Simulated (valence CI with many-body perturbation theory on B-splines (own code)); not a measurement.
# In XXXVII: electric-dipole lines

Calculated by configuration interaction combined with many-body perturbation theory (CI+MBPT): three valence electrons over a frozen Dirac-Fock core [Ne], a basis of 11 s, 11 p, 10 d, 8 f, 5 g, 2 h functions for each j, with the one-electron correlation potential Σ1 (screened to all orders), the two-electron term Σ2, the three-electron term Σ3, Breit, model QED; selected single and double excitations, second order for the rest, scaled by the run's own slope (own B-spline code, finite nucleus).

The last digits are not significant, and no measured levels were compared; by estimate large intervals hold to a few tenths of a per cent, small ones and those within an open d or f shell to about a per cent.

Lines 201 to 250 of 573 in falling wavelength, among levels below 1172.5 eV, chosen from the strongest by gf and those to the six lowest levels. Wavelengths and rates use the calculated energies. Electric multipoles are in the length gauge, E1 and E2 with the static RPA response of the core. Weak lines are less certain than strong ones. Lines between different terms over intervals too small for the method are left out, as are lines whose strength nearly cancels. The highest levels of a list are the least certain.

Levels are named by their leading jj configuration (3d3/2^4 stands for four electrons in 3d with j = 3/2), which in mixed levels can hold well under half, so a name can repeat and another be missing. Letters in brackets count levels of one name in rising energy.

| λ vac (Å) | Upper | Lower | A (s⁻¹) | S (a.u.) |
| --- | --- | --- | --- | --- |
| 86.45 | (3p1/2 3d3/2 3d5/2) J=1/2 | (3p1/2 3p3/2 3d3/2) J=1/2 [a] | 6.80e+10 | 4.34e-02 |
| 86.45 | (3p3/2^2 3d5/2) J=3/2 [a] | (3s 3p3/2 3d3/2) J=3/2 [b] | 7.26e+10 | 9.27e-02 |
| 86.43 | (3p1/2 3d3/2 3d5/2) J=9/2 | (3p1/2 3p3/2 3d3/2) J=7/2 | 4.24e+10 | 1.35e-01 |
| 86.42 | (3p1/2 3p3/2 3d5/2) J=5/2 [c] | (3p1/2 3p3/2^2) J=5/2 | 2.94e+10 | 5.61e-02 |
| 86.34 | (3p3/2 3d5/2^2) J=3/2 [b] | (3p3/2^2 3d5/2) J=5/2 [b] | 7.07e+10 | 8.98e-02 |
| 86.32 | (3p3/2 3d5/2^2) J=5/2 [a] | (3s 3d3/2 3d5/2) J=5/2 [b] | 4.33e+10 | 8.24e-02 |
| 86.04 | (3p1/2 3p3/2 3d5/2) J=3/2 [a] | (3p1/2 3p3/2^2) J=3/2 [a] | 2.72e+10 | 3.42e-02 |
| 86.03 | (3d3/2 3d5/2^2) J=5/2 [a] | (3p3/2 3d3/2 3d5/2) J=3/2 [a] | 2.51e+10 | 4.74e-02 |
| 85.98 | (3p1/2 3d3/2 3d5/2) J=5/2 [a] | (3p1/2 3p3/2 3d3/2) J=5/2 | 2.92e+10 | 5.50e-02 |
| 85.93 | (3d3/2 3d5/2^2) J=5/2 [c] | (3p3/2 3d3/2 3d5/2) J=7/2 [c] | 1.54e+10 | 2.90e-02 |
| 85.93 | (3p1/2 3p3/2 3d5/2) J=5/2 [a] | (3p1/2 3p3/2^2) J=3/2 [a] | 1.58e+10 | 2.97e-02 |
| 85.88 | (3p3/2^2 3d5/2) J=3/2 [b] | (3p3/2^3) J=3/2 | 1.59e+11 | 1.99e-01 |
| 85.83 | (3d5/2^3) J=3/2 | (3p3/2 3d3/2 3d5/2) J=3/2 [c] | 2.24e+10 | 2.79e-02 |
| 85.78 | (3s 3p3/2 3d5/2) J=1/2 | (3s 3p3/2^2) J=1/2 | 1.06e+11 | 6.63e-02 |
| 85.52 | (3p3/2 3d3/2 3d5/2) J=3/2 [a] | (3s 3d3/2^2) J=1/2 | 4.54e+10 | 5.60e-02 |
| 85.45 | (3d3/2 3d5/2^2) J=7/2 [b] | (3p3/2 3d3/2 3d5/2) J=7/2 [c] | 1.18e+10 | 2.91e-02 |
| 85.38 | (3p3/2^2 3d5/2) J=7/2 | (3s 3p3/2 3d3/2) J=7/2 | 3.55e+10 | 8.73e-02 |
| 85.37 | (3s 3p3/2 3d3/2) J=3/2 [b] | (3s^2 3d3/2) J=3/2 | 7.77e+10 | 9.54e-02 |
| 85.37 | (3s 3d3/2 3d5/2) J=5/2 [a] | (3s 3p3/2 3d3/2) J=3/2 [a] | 6.48e+10 | 1.19e-01 |
| 85.37 | (3p1/2 3p3/2 3d5/2) J=7/2 [a] | (3s 3p1/2 3d5/2) J=5/2 [a] | 5.41e+10 | 1.33e-01 |
| 85.33 | (3s 3d3/2 3d5/2) J=9/2 [a] | (3s 3p3/2 3d3/2) J=7/2 | 1.05e+11 | 3.21e-01 |
| 85.33 | (3d5/2^3) J=9/2 | (3p3/2 3d5/2^2) J=9/2 | 7.63e+10 | 2.34e-01 |
| 85.28 | (3p3/2 3d3/2 3d5/2) J=5/2 [d] | (3p3/2^2 3d3/2) J=7/2 | 6.74e+10 | 1.24e-01 |
| 85.25 | (3p1/2 3p3/2 3d5/2) J=5/2 [a] | (3s 3p1/2 3d5/2) J=7/2 | 1.54e+10 | 2.83e-02 |
| 85.25 | (3s 3p1/2 3d5/2) J=5/2 [a] | (3s 3p1/2 3p3/2) J=3/2 [a] | 4.47e+10 | 8.20e-02 |
| 85.25 | (3s 3p1/2 3d5/2) J=5/2 [b] | (3s 3p1/2 3p3/2) J=5/2 | 4.23e+10 | 7.76e-02 |
| 85.24 | (3p3/2 3d3/2 3d5/2) J=5/2 [c] | (3s 3d5/2^2) J=5/2 | 5.39e+10 | 9.88e-02 |
| 85.23 | (3p3/2 3d3/2 3d5/2) J=3/2 [b] | (3s 3d3/2 3d5/2) J=3/2 | 4.71e+10 | 5.75e-02 |
| 85.22 | (3p1/2 3p3/2 3d5/2) J=3/2 [b] | (3p1/2 3p3/2^2) J=5/2 | 5.09e+10 | 6.21e-02 |
| 85.21 | (3s 3d5/2^2) J=5/2 | (3s 3p3/2 3d3/2) J=3/2 [b] | 1.71e+10 | 3.12e-02 |
| 85.19 | (3s 3p3/2 3d5/2) J=3/2 [a] | (3s 3p3/2^2) J=5/2 | 5.61e+10 | 6.85e-02 |
| 85.19 | (3p1/2 3p3/2 3d5/2) J=9/2 | (3s 3p1/2 3d5/2) J=7/2 | 4.23e+10 | 1.29e-01 |
| 85.15 | (3p1/2 3d5/2^2) J=7/2 | (3p1/2 3p3/2 3d5/2) J=7/2 [a] | 3.73e+10 | 9.10e-02 |
| 85.14 | (3d3/2 3d5/2^2) J=5/2 [a] | (3p3/2 3d3/2 3d5/2) J=5/2 [a] | 2.12e+10 | 3.88e-02 |
| 85.08 | (3p3/2 3d3/2 3d5/2) J=1/2 [b] | (3p3/2^2 3d3/2) J=3/2 [b] | 1.40e+11 | 8.53e-02 |
| 85.07 | (3p3/2 3d5/2^2) J=5/2 [b] | (3p3/2^2 3d5/2) J=5/2 [a] | 7.68e+10 | 1.40e-01 |
| 85.03 | (3s 3p3/2 3d5/2) J=5/2 [b] | (3s 3p3/2^2) J=3/2 | 1.49e+11 | 2.72e-01 |
| 85.01 | (3p3/2 3d5/2^2) J=1/2 | (3p3/2^2 3d5/2) J=3/2 [a] | 4.18e+10 | 2.54e-02 |
| 84.90 | (3d3/2^2 3d5/2) J=3/2 | (3p3/2 3d3/2^2) J=3/2 | 5.23e+10 | 6.32e-02 |
| 84.85 | (3p1/2 3p3/2 3d5/2) J=5/2 [b] | (3s 3p1/2 3d5/2) J=5/2 [b] | 6.36e+10 | 1.15e-01 |
| 84.80 | (3p3/2 3d3/2^2) J=3/2 | (3s 3d3/2^2) J=3/2 | 4.09e+10 | 4.93e-02 |
| 84.78 | (3p1/2 3d5/2^2) J=3/2 | (3p1/2 3p3/2 3d3/2) J=3/2 [b] | 2.51e+10 | 3.02e-02 |
| 84.77 | (3d3/2 3d5/2^2) J=3/2 [b] | (3p3/2 3d3/2 3d5/2) J=5/2 [d] | 1.09e+11 | 1.31e-01 |
| 84.73 | (3p3/2 3d3/2 3d5/2) J=7/2 [b] | (3s 3d3/2 3d5/2) J=9/2 [a] | 1.56e+10 | 3.76e-02 |
| 84.71 | (3p1/2 3d3/2^2) J=3/2 | (3p1/2 3p3/2 3d3/2) J=3/2 [a] | 2.49e+10 | 2.98e-02 |
| 84.69 | (3p3/2 3d3/2 3d5/2) J=7/2 [b] | (3p3/2^2 3d5/2) J=7/2 | 4.47e+10 | 1.07e-01 |
| 84.65 | (3p3/2^2 3d5/2) J=7/2 | (3s 3p3/2 3d3/2) J=5/2 [a] | 3.15e+10 | 7.55e-02 |
| 84.65 | (3p3/2^2 3d3/2) J=3/2 [a] | (3s 3p3/2 3d3/2) J=1/2 [a] | 4.04e+10 | 4.84e-02 |
| 84.43 | (3p3/2 3d3/2^2) J=5/2 | (3s 3d3/2^2) J=5/2 | 4.88e+10 | 8.70e-02 |
| 84.42 | (3p3/2 3d5/2^2) J=9/2 | (3s 3d5/2^2) J=9/2 | 1.06e+11 | 3.16e-01 |
